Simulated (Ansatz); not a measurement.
Two structures of SnH$_{5}$O, doublet, reached by relaxing down either side of one saddle point (PBE0-D4/def2-TZVP). Energies are electronic, without zero-point energy. Computed with Ansatz 0.2.0 (basis: def2-TZVPP and def2-QZVPP); correlated methods freeze the cores; orbitals are unrestricted. Filled d shells of the heavier atoms are correlated. Core potentials replace the inner electrons of the atoms past krypton. The def2 sets are not built for correlating such inner shells, so the correlated values are less sure here. Extrapolation: Hartree–Fock as exp(−7.88 √X), correlation as X^−2.97. First:

```xyz
7
angstrom
H -1.0445 0.6942 -1.8174
Sn 1.1400 -0.3182 1.2224
O -0.4754 0.6477 0.6135
H 0.6563 -1.9549 1.5293
H -1.1914 0.6492 -2.5502
H 2.1622 -0.2001 -0.1578
H -1.2472 0.4821 1.1603
```

Second:

H1  (-1.625, -0.150, -0.947)
Sn2  (1.478, 0.556, 0.269)
O3  (-1.206, -0.744, -0.319)
H4  (0.539, 0.562, 1.710)
H5  (0.690, 1.461, -0.962)
H6  (1.825, -1.040, -0.248)
H7  (-1.702, -0.644, 0.498)
(Å)

Which bonds change from the first to the second?

SnH₃O ([OH][SnH2]) + H₂ → SnH₃ + H₂O; bonds formed: H1–O3, Sn2–H5; bonds broken: H1–H5, Sn2–O3.

Give the saddle point's structure and its height above each. (To be estimated.)

By the calculation: 31.30 kcal/mol above the first and 32.11 kcal/mol above the second (CCSD(T) at an estimated basis limit (MP2 extrapolated from triple and quadruple zeta, plus CCSD(T) − MP2 in triple zeta)).
```
atom    x (Å)    y (Å)    z (Å)
  H1  -0.8753   0.5688  -0.8316
 Sn2   1.0559   0.1853   0.1030
  O3  -0.8781  -0.6147  -0.4028
  H4   0.6971   0.6824   1.7224
  H5  -0.3269   1.3839  -1.0378
  H6   1.8149  -1.3827   0.1331
  H7  -1.4875  -0.8230   0.3137
```

The search had been set up for a hydrogen abstraction (forming H1–O3, breaking H1–Sn2); from that guess it ended on this step instead.

No T1 diagnostic of these runs exceeds 0.018. ⟨S²⟩ of the unrestricted Hartree–Fock references: 0.75 to 0.76 (a pure state has 0.75).

Labels in which every atom is bracketed show which atoms are joined, not bond orders.

For scale, one of the runs: CCSD(T)/def2-TZVPP, 151 basis functions, launched by `ansatz run in.yaml --threads 4 --pin off --events-out ev --progress --plain --max-ram 9574MiB`. Hardware: 4 CPU threads of an Arm Neoverse V2, shared host. Wall time 49 s; peak host memory 2.8 GiB.
